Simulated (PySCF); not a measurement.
Vertical excitations of a molecule CH8ClNSi2 from TDDFT-M06-2X/def2-SVPD (PySCF), as energy in eV (oscillator strength): 6.78 (0.016), 6.91 (0.035), 7.15 (0.096), 7.32 (0.085), 7.59 (0.042), 7.82 (0.013), 7.89 (0.366), 8.09 (0.046), 8.20 (0.004), 8.29 (0.019). Lowest triplet (TDA): 6.21 eV. Coordinates come from a B3LYP-D3(BJ)/def2-SVP optimisation. One conformer was computed; it need not be the lowest.

Q: Which structure fits?
A) N[Si@@H](Cl)C[SiH3]
B) C[Si@@H](Cl)[SiH2]N
C) C[SiH2][Si@H](N)Cl
D) C[Si@@](N)([SiH3])Cl

A: D, C[Si@@](N)([SiH3])Cl
